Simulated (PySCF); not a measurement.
All values below come from PySCF with B3LYP-D3(BJ)/def2-TZVP. Isolated molecules, 0 K electronic values unless said otherwise. One relaxed conformer stands for a flexible species; it need not be the lowest. B3LYP has the VWN-RPA correlation part, as in Gaussian. Excitations are Tamm–Dancoff values on a coarser integration grid. The basis has no diffuse functions, so Rydberg states are missing or too high.

Reference species (SMILES): `C(C)C#N` (neutral, multiplicity 1).

```yaml
T1 excitation (TDA): 6.44 eV
S1 oscillator strength: 0.000
S1 excitation (TDA): 7.73 eV
HOMO–LUMO gap: 9.26 eV
```

Changed species: `N#CB(O)O` (X = borono; the reference has X = ethyl).

Problem. Give the shifts of the T1 excitation (TDA), S1 oscillator strength, S1 excitation (TDA) and HOMO–LUMO gap.

Solution. the T1 excitation (TDA) drops by 0.72 eV, to 5.72 eV; the S1 oscillator strength hardly moves; the S1 excitation (TDA) falls by 1.07 eV, to 6.66 eV; the HOMO–LUMO gap drops by 0.88 eV, to 8.38 eV.
